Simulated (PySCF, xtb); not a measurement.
H3O4P, SMILES O=P(O)(O)O.

GFN2-xTB (xtb) at its own geometry gives an orbital gap of 11.02 eV and a dipole moment of 0.44 D.

Geometry optimised at TPSSh-D3(BJ)/def2-SVP. One conformer was computed; it need not be the lowest.

What does PBE/def2-TZVP run with PySCF give? (An estimate is asked for; the answer gives what the named calculation found.)

gap 6.41 eV (levels -7.18 and -0.77 eV), dipole 0.29 D.
